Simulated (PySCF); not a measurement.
# Computed records: CH7BGeN

Calculation on a computer-drawn molecule: optimised geometry and harmonic frequencies of an isolated molecule of the commonest isotopes, restricted reference for singlets and unrestricted otherwise, frozen core in MP2; on germanium a core potential holds 10 electrons, which the energies leave out, and 3d is frozen in MP2 and coupled-cluster steps. Program: PySCF 2.14.0.

```yaml
- formula: CH7BGeN
  start_structure:
    atoms_angstrom:
      - [B, -1.6558, -1.1165, -1.0843]
      - ["N", -0.9704, -0.6994, 0.155]
      - [C, 0.4778, -0.846, 0.2716]
      - [Ge, -1.9806, -0.0581, 1.4874]
      - [H, -2.8197, -1.0027, -1.0699]
      - [H, -1.0237, -1.5508, -1.9932]
      - [H, 0.7781, -1.8749, 0.0657]
      - [H, 0.784, -0.4989, 1.255]
      - [H, 0.969, -0.2271, -0.4965]
      - [H, -3.4142, -0.0392, 1.2851]
      - [H, -1.0714, 0.3212, 2.7557]
  given:
    charge: 1
    multiplicity: 1
    method: HF
    basis: cc-pVDZ
    basis_and_core_potential_on_germanium: "cc-pVDZ-PP ECP10MDF"
    drawn_bonds_atom: [1, 2, 2, 1, 1, 3, 3, 3, 4, 4]
    drawn_bonds_other_atom: [2, 3, 4, 5, 6, 7, 8, 9, 10, 11]
    drawn_bonds_order: [1, 1, 1, 1, 1, 1, 1, 1, 1, 1]
  results:
    "rotational_constants [GHz]": null
```

To be estimated
1. Estimate the rotational constants of CH7BGeN.
2. Give the table of modes values for CH7BGeN.

Calculated values
1. 8.919, 3.288, 2.439 GHz
2. 
Modes:
| frequency (cm⁻¹) | reduced mass (dalton) |
| --- | --- |
| 113.6 | 1.039 |
| 252.2 | 1.489 |
| 289.2 | 2.888 |
| 339.2 | 1.576 |
| 339.5 | 2.625 |
| 448.2 | 1.109 |
| 630.7 | 1.201 |
| 663.9 | 3.268 |
| 709.4 | 1.078 |
| 909 | 1.109 |
| 953.7 | 1.598 |
| 1085 | 1.847 |
| 1098 | 1.356 |
| 1225 | 1.287 |
| 1269 | 3.906 |
| 1321 | 1.441 |
| 1372 | 1.708 |
| 1572 | 1.133 |
| 1588 | 1.041 |
| 1609 | 1.051 |
| 2347 | 1.015 |
| 2384 | 1.027 |
| 2726 | 1.052 |
| 2840 | 1.133 |
| 3217 | 1.033 |
| 3311 | 1.108 |
| 3327 | 1.11 |

Further results for CH7BGeN:

| Property | Result |
| --- | --- |
| total energy | -414.2122 hartree |
| convergence status largest gradient component | 1.365e-05 hartree/bohr |

Optimised structure:
```xyz
11
CH7BGeN
B     -1.6605    -1.1105    -1.0581
N     -0.9724    -0.7138     0.1587
C      0.5050    -0.8402     0.2453
Ge    -1.9271    -0.0952     1.4894
H     -2.8485    -0.9954    -1.0931
H     -1.0164    -1.5313    -1.9643
H      0.7856    -1.8813     0.1057
H      0.8690    -0.5040     1.2145
H      0.9639    -0.2348    -0.5325
H     -3.4183    -0.0008     1.3159
H     -1.2072     0.3148     2.7501
```
